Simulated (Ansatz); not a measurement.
C2H2O, SMILES `C#CO` (charge 0, multiplicity 1).

Cartesian coordinates (Å):
```xyz
5

C      1.0863     0.1395     0.0048
C     -0.0454    -0.1609     0.2559
O     -1.2555    -0.5686     0.5363
H      2.0863     0.4134    -0.2182
H     -1.8717     0.1766     0.5469
```
Charge 0, multiplicity 1.

Frozen-core energies in 6-31g from Ansatz (a program for electronic structure) at a geometry from B3LYP-D3(BJ)/def2-TZVP; the HF reference has <S^2> = 0.00 and the T1 diagnostic is 0.013.

```csv
level,energy (Ha)
HF,-151.59745
MP2,-151.89539
CCSD,-151.90910
```

Estimate the energies of CCSD(T), CCSDT, CCSDT(Q) and CCSDTQ, and give each level's difference from CCSDTQ.


```tsv
level	energy (Ha)	difference from CCSDTQ (mHa)
MP2	-151.89539	23.92
CCSD	-151.90910	10.21
CCSD(T)	-151.91777	1.54
CCSDT	-151.91798	1.33
CCSDT(Q)	-151.91944	-0.13
CCSDTQ	-151.91931	0.00
```
